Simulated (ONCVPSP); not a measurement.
**Pseudopotential generation for Ca (Z = 20): ONCV, PBE, scalar-relativistic.**

Input for ONCVPSP 4.0.1:

```
# ATOM AND REFERENCE CONFIGURATION
# atsym  z   nc   nv     iexc    psfile
  Ca 20.00    4    2        4      upf
#
#   n    l    f
    1    0    2.00
    2    0    2.00
    2    1    6.00
    3    0    2.00
    3    1    6.00
    4    0    2.00
#
# PSEUDOPOTENTIAL AND OPTIMIZATION
# lmax
    2
#
#   l,   rc,      ep,       ncon, nbas, qcut
    0    2.95    0.00    3    6    2.40
    1    1.65    0.00    4    7    7.90
    2    2.65    0.17    4    7    3.40
#
# LOCAL POTENTIAL
# lloc, lpopt,  rc(5),   dvloc0
    4    1    1.25    3.00
#
# VANDERBILT-KLEINMAN-BYLANDER PROJECTORs
# l, nproj, debl
    0    2    2.50
    1    2    0.90
    2    3    0.60
#
# MODEL CORE CHARGE
# icmod, fcfact, rcfact
    3    4.75    1.40
#
# LOG DERIVATIVE ANALYSIS
# epsh1, epsh2, depsh
   -3.00    5.00    0.02
#
# OUTPUT GRID
# rlmax, drl
    6.00    0.01
#
# TEST CONFIGURATIONS
# ncnf
    4
# nvcnf
#   n    l    f
    2
    3    1    6.00
    4    0    1.00
#
    2
    3    1    6.00
    4    0    0.00
#
    2
    3    1    6.00
    4    0    1.50
#
    3
    3    1    6.00
    4    0    0.00
    4    1    2.00
#
```

Command:

```bash
oncvpsp.x < Ca.dat > Ca.out
```

The program printed (shortened: citation, most of the input echo, consistency checks and plot data are left out):

```
ONCVPSP  (Optimized Norm-Conservinng Vanderbilt PSeudopotential)
scalar-relativistic version 4.0.1

#   n    l    f        energy (Ha)
    1    0    2.00    -1.4513812E+02
    2    0    2.00    -1.5227844E+01
    2    1    6.00    -1.2301412E+01
    3    0    2.00    -1.7305906E+00
    3    1    6.00    -1.0292782E+00
    4    0    2.00    -1.3841232E-01

Reference configufation results
  iterations    22
  all-electron total energy (Ha)   -6.80325146D+02

Begin loop to  construct optimized pseudo wave functions
and semi-local pseudopoentials for all angular momenta

   Wellstate for l =  0  n =  7
     eigenvalue =   2.3616
     asymptotic potential =   2.8616
     half-point radius =  5.5610

Calculating optimized projector #   1

 for l=   0

    Fraction of norm inside rc  0.244334
    Optimizing pswf for qcut=   2.40 a_B^-1,  ecut=   2.89 Ha
    Residual kinetic energy error=  3.43D-05 Ha

    Energy error per electron        Cutoff
         Ha          eV             Ha
         0.01000     0.27211        1.01
         0.00100     0.02721        1.89
         0.00010     0.00272        2.60
         0.00001     0.00027        4.77

Calculating optimized projector #   2

 for l=   0

    Fraction of norm inside rc  0.159048
    Optimizing pswf for qcut=   2.40 a_B^-1,  ecut=   2.89 Ha
    Residual kinetic energy error=  1.91D-01 Ha

    Energy error per electron        Cutoff
         Ha          eV             Ha
         0.01000     0.27211        7.61
         0.00100     0.02721       14.34
         0.00010     0.00272       22.46
         0.00001     0.00027       45.21

WARNING wellstate: negative energy specified for n= 4 l=  1
WARNING scattering state with energy  0.25000000
WARNING will be used for the first projector

   Wellstate for l =  1  n =  4
     eigenvalue =   0.2500
     asymptotic potential =   0.7500
     half-point radius =  3.9588

Calculating optimized projector #   1

 for l=   1

    Fraction of norm inside rc  0.798486
    Optimizing pswf for qcut=   7.90 a_B^-1,  ecut=  31.24 Ha
    Residual kinetic energy error=  6.60D-08 Ha

    Energy error per electron        Cutoff
         Ha          eV             Ha
         0.01000     0.27211       10.93
         0.00100     0.02721       14.58
         0.00010     0.00272       17.70
         0.00001     0.00027       20.17

Calculating optimized projector #   2

 for l=   1

    Fraction of norm inside rc  0.087720
    Optimizing pswf for qcut=   7.90 a_B^-1,  ecut=  31.24 Ha
    Residual kinetic energy error=  1.54D-07 Ha

    Energy error per electron        Cutoff
         Ha          eV             Ha
         0.01000     0.27211        9.16
         0.00100     0.02721       13.00
         0.00010     0.00272       16.19
         0.00001     0.00027       19.14

WARNING wellstate: localized bound state found for n= 3 l= 2
WARNING this state with energy -0.07153622
WARNING will be used for the first projector

   Wellstate for l =  2  n =  4
     eigenvalue =   0.5285
     asymptotic potential =   1.0285
     half-point radius =  4.2882

   Wellstate for l =  2  n =  5
     eigenvalue =   1.1285
     asymptotic potential =   1.6285
     half-point radius =  5.1657

Calculating optimized projector #   1

 for l=   2

    Fraction of norm inside rc  0.673977
    Optimizing pswf for qcut=   3.40 a_B^-1,  ecut=   5.78 Ha
    Residual kinetic energy error=  4.23D-02 Ha

    Energy error per electron        Cutoff
         Ha          eV             Ha
         0.01000     0.27211       12.14
         0.00100     0.02721       23.28
         0.00010     0.00272       27.73
         0.00001     0.00027       43.12

Calculating optimized projector #   2

 for l=   2

    Fraction of norm inside rc  0.269007
    Optimizing pswf for qcut=   3.40 a_B^-1,  ecut=   5.78 Ha
    Residual kinetic energy error=  1.15D-01 Ha

    Energy error per electron        Cutoff
         Ha          eV             Ha
         0.01000     0.27211        9.11
         0.00100     0.02721       20.78
         0.00010     0.00272       28.26
         0.00001     0.00027       31.55

Calculating optimized projector #   3

 for l=   2

    Fraction of norm inside rc  0.251441
    Optimizing pswf for qcut=   3.40 a_B^-1,  ecut=   5.78 Ha
    Residual kinetic energy error=  2.05D-01 Ha

    Energy error per electron        Cutoff
         Ha          eV             Ha
         0.01000     0.27211        9.84
         0.00100     0.02721       37.18
         0.00010     0.00272       43.51
         0.00001     0.00027       51.56

Construct Vanderbilt / Kleinmman-Bylander projectors

B matrix Hermiticity error, ll=   0
   1   2    4.4820E-05

  Orthonormal projector coefficients  5.0732E+00  6.4064E-01

B matrix Hermiticity error, ll=   1
   1   2    8.8060E-05

  Orthonormal projector coefficients  4.7883E-01 -3.1741E-01

B matrix Hermiticity error, ll=   2
   1   2    2.7427E-05
   1   3   -3.6504E-05
   2   3    2.4434E-05

  Orthonormal projector coefficients -2.9245E+01 -2.4320E+00 -1.8630E+00

Model core correction analysis
  based on d2Exc/dn_idn_j

d2excae - all-electron derivatives

   -3.441336D-02   -2.892938D-03
   -2.892103D-03   -2.950312D-02

d2excps - pseudofunction derivatives with no core correction

   -4.415227D-02   -2.757162D-03
   -2.756239D-03   -2.996533D-02

rms 2nd derivative error    4.875881E-03

rmatch, rhocmatch    0.6885    6.8647

Teter function model core charge with specified parameters

d2excps - pseudofunction derivatives with core correction

   -4.030835D-02   -2.765263D-03
   -2.764347D-03   -2.996522D-02

rms 2nd derivative error    2.957916E-03

Pseudoatom total energy  -22.182289

Diagnostic tests using Vanderbilt-Kleinman-Bylander pseudopotentials
  1 or more projectors used as specified by nproj input data

   l    rcore       rmatch      e in        delta e   norm test  slope test

   0   2.9634415   3.0534180  -0.1384123   0.0000001   1.0000055   0.9999942
   0   2.9634415   3.0534180   2.3615877   0.0002448   1.0000419   1.0000419

   1   1.6587931   1.7091577  -1.0292782  -0.0000032   1.0000734   1.0000860
   1   1.6587931   1.7091577   0.2500000   0.0000048   1.0001641   1.0001641

   2   2.6609254   2.7417169  -0.0715362  -0.0000010   1.0000310   1.0000187
   2   2.6609254   2.7417169   0.5284638   0.0000027   1.0000780   1.0000780
   2   2.6609254   2.7417169   1.1284638   0.0000084   1.0000778   1.0000778

 Testing for bound ghosts
   n   l    E NL Schr. Eq   E Basis Diag.   E Cutoff

   1   0       -0.138412       -0.134952     14.15

   2   1       -1.029281       -1.029137     80.96

       2                       -7.318539     48.61  WARNING - GHOST(-)
   3   2       -0.071537       -0.069372     48.61

 Testing for highly-localized positive-energy ghosts
       l    <radius>/rc     E Basis Diag.   E Cutoff

       0        0.899678        1.203181     14.15  WARNING - GHOST(+)

Test configuration 0

   n   l     f        eae           eps        diff
   1   0  2.0000 -145.13811875
   2   0  2.0000  -15.22784431
   2   1  6.0000  -12.30141192
   3   0  2.0000   -1.73059058
   3   1  6.0000   -1.02927816   -1.02928131   -3.16D-06
   4   0  2.0000   -0.13841232   -0.13841220    1.25D-07

    Total energies and differences
      AE_ref= -6.80325146D+02  AE_tst= -6.80325146D+02  dif=  0.00D+00
      PS_ref= -2.21822890D+01  PS_tst= -2.21822890D+01  dif=  0.00D+00
      PSP excitation error=  0.00D+00

Test configuration 1

   n   l     f        eae           eps        diff
   1   0  2.0000 -145.39686498
   2   0  2.0000  -15.48531520
   2   1  6.0000  -12.55898915
   3   0  2.0000   -1.98421177
   3   1  6.0000   -1.28188040   -1.27863104    3.25D-03
   4   0  1.0000   -0.32947790   -0.32888247    5.95D-04

    Total energies and differences
      AE_ref= -6.80325146D+02  AE_tst= -6.80093280D+02  dif=  2.32D-01
      PS_ref= -2.21822890D+01  PS_tst= -2.19506191D+01  dif=  2.32D-01
      PSP excitation error=  1.96D-04

Test configuration 2

   n   l     f        eae           eps        diff
   1   0  2.0000 -145.70978685
   2   0  2.0000  -15.79588576
   2   1  6.0000  -12.86974301
   3   0  2.0000   -2.28713139
   3   1  6.0000   -1.58241450   -1.57284854    9.57D-03

    Total energies and differences
      AE_ref= -6.80325146D+02  AE_tst= -6.79658898D+02  dif=  6.66D-01
      PS_ref= -2.21822890D+01  PS_tst= -2.15178653D+01  dif=  6.64D-01
      PSP excitation error=  1.82D-03

Test configuration 3

   n   l     f        eae           eps        diff
   1   0  2.0000 -145.26014070
   2   0  2.0000  -15.34936908
   2   1  6.0000  -12.42297836
   3   0  2.0000   -1.85062663
   3   1  6.0000   -1.14892667   -1.14763161    1.30D-03
   4   0  1.5000   -0.23084974   -0.23068971    1.60D-04

    Total energies and differences
      AE_ref= -6.80325146D+02  AE_tst= -6.80233136D+02  dif=  9.20D-02
      PS_ref= -2.21822890D+01  PS_tst= -2.20903089D+01  dif=  9.20D-02
      PSP excitation error=  2.93D-05

Test configuration 4

   n   l     f        eae           eps        diff
   1   0  2.0000 -145.23681037
   2   0  2.0000  -15.32646293
   2   1  6.0000  -12.39988747
   3   0  2.0000   -1.82681678
   3   1  6.0000   -1.12403856   -1.11523432    8.80D-03
   4   1  2.0000   -0.08779441   -0.08767336    1.21D-04

    Total energies and differences
      AE_ref= -6.80325146D+02  AE_tst= -6.80143186D+02  dif=  1.82D-01
      PS_ref= -2.21822890D+01  PS_tst= -2.20005208D+01  dif=  1.82D-01
      PSP excitation error=  1.91D-04
```

Note: ghosts flagged at negative energy: d at -199.1 eV; GHOST(+) flagged for s at 32.7 eV. A true bound ghost makes a file unfit for plane-wave use.

The run took about 3.2 s on one core of a shared server CPU.
